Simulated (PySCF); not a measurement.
Input file for PySCF: D3(BJ) and D4 dispersion corrections on CHN (SMILES [C-]#[NH+]).

```python
from pyscf import gto
from pyscf.dispersion import dftd3, dftd4

mol = gto.M(
    atom='''
    H    -0.00000000    0.00000000   -1.05291900
    N     0.00000000   -0.00000000   -0.05551036
    C    -0.00000000    0.00000000    1.10852936
    ''',
    basis='def2-svp',
    charge=0, spin=0, verbose=0, max_memory=1800)
d3, d4 = {}, {}
for xc in ['hf', 'pbe', 'blyp', 'revpbe', 'tpss', 'r2scan', 'b3lyp', 'pbe0', 'bhlyp', 'camb3lyp', 'b2plyp']:
    d3[xc] = float(dftd3.DFTD3Dispersion(mol, xc=xc, version='d3bj', atm=False).get_dispersion()['energy'])
    print(f'D3(BJ) {xc:10s} {d3[xc]:14.8f} Eh')
for xc in ['hf', 'pbe', 'blyp', 'revpbe', 'tpss', 'r2scan', 'b3lyp', 'pbe0', 'bhlyp', 'camb3lyp', 'b2plyp']:
    d4[xc] = float(dftd4.DFTD4Dispersion(mol, xc={'camb3lyp': 'cam-b3lyp'}.get(xc, xc), atm=True).get_dispersion()['energy'])
    print(f'D4     {xc:10s} {d4[xc]:14.8f} Eh')
```

Program output:

```
D3(BJ) hf            -0.01078717 Eh
D3(BJ) pbe           -0.00093032 Eh
D3(BJ) blyp          -0.00199237 Eh
D3(BJ) revpbe        -0.00259574 Eh
D3(BJ) tpss          -0.00113537 Eh
D3(BJ) r2scan        -0.00022318 Eh
D3(BJ) b3lyp         -0.00160812 Eh
D3(BJ) pbe0          -0.00075654 Eh
D3(BJ) bhlyp         -0.00122181 Eh
D3(BJ) camb3lyp      -0.00063257 Eh
D3(BJ) b2plyp        -0.00070323 Eh
D4     hf            -0.00325882 Eh
D4     pbe           -0.00071849 Eh
D4     blyp          -0.00170517 Eh
D4     revpbe        -0.00288892 Eh
D4     tpss          -0.00097955 Eh
D4     r2scan        -0.00016061 Eh
D4     b3lyp         -0.00116664 Eh
D4     pbe0          -0.00058212 Eh
D4     bhlyp         -0.00077706 Eh
D4     camb3lyp      -0.00057114 Eh
D4     b2plyp        -0.00049128 Eh
```

The run finished.

Cost: about 0.04 core-seconds (a rough figure).
